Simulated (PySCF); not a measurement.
Predicted microwave data (PySCF, PBE0-D3(BJ)/def2-SVP geometry optimisation, gas phase) for one isomer of [C4H12Ga]-:

```
Rotational constants                         : A = 2650, B = 2648, C = 2643 MHz
Dipole components (about the centre of mass) : |μa| = 0.01 D, |μb| = 0.00 D, |μc| = 0.01 D
Inertial defect                              : -190.33 u·Å²
```

Problem. Which structure is it? (One computed conformer of each.)
A. `C[C](C)(C)[GaH3-]`
B. `[CH3][Ga-]([CH3])([CH3])[CH3]`

Solution. B. It is [CH3][Ga-]([CH3])([CH3])[CH3]. The candidates at the same level (rigid rotor, commonest isotopes):

```
                       SMILES  A (MHz)  B (MHz)  C (MHz)  μa (D)  μb (D)  μc (D)  Δ (u·Å²)  point group                  rotor
[CH3][Ga-]([CH3])([CH3])[CH3]     2650     2648     2643    0.01    0.00    0.01   -190.33      near Td                      –
            C[C](C)(C)[GaH3-]     4332     1888     1887    3.26    0.00    0.00   -116.66          C3v  prolate symmetric top
```

`C[C](C)(C)[GaH3-]` has A 63 % too high. No structure here is proved a minimum.
